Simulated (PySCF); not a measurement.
Species: CH₇PSn.
Geometry (PBE0-D3(BJ)/def2-SVP, Å), atoms numbered from 1 in this order:
```
atom  x, y, z in Å
C1    -1.713   -0.502   -0.153
Sn2    0.008    0.789   -0.090
P3     1.909   -0.458    1.008
H4    -2.604    0.080   -0.427
H5    -1.873   -0.959    0.833
H6    -1.561   -1.296   -0.896
H7     0.416    1.308   -1.679
H8    -0.322    2.168    0.882
H9     2.125   -1.294   -0.130
H10    2.889    0.494    0.589
```

Level of theory: PBE0-D3(BJ)/def2-SVP geometry optimisation, gas phase, def2 core potentials past Kr in PySCF.

(1) Which atoms are bound to Sn2, and at what distances?

(2) List the angles at Sn2.

(3) What is the shape at Sn2?

(4) What are the other bond lengths?

(5) What are the rotational constants (commonest isotopes, rigid rotor)?

Results:

(1) 4 atoms: H8 1.719 Å, H7 1.721 Å, C1 2.152 Å, P3 2.525 Å. The nearest atom not counted as bound is H4, at 2.73 Å (others tie with it).

(2) 
```tsv
angle	degrees	distance of the outer atoms (Å)
P3–Sn2–H7	111.8	3.55
C1–Sn2–H7	110.1	3.18
C1–Sn2–H8	110.1	3.18
H7–Sn2–H8	109.0	2.80
C1–Sn2–P3	108.6	3.80
P3–Sn2–H8	107.1	3.45
```

(3) Tetrahedral: angles from 107.1° to 111.8°; τ4 = (360° − α − β)/141° = 0.98 with α and β the two widest (0 for a square, 1 for a tetrahedron).

(4) C1–H4, C1–H5, C1–H6 1.099 Å; P3–H9, P3–H10 1.429 Å.

(5) A = 7930, B = 2432, C = 1969 MHz: an asymmetric top.

Charge 0, singlet. No frequency check.

One conformer stands for the species.
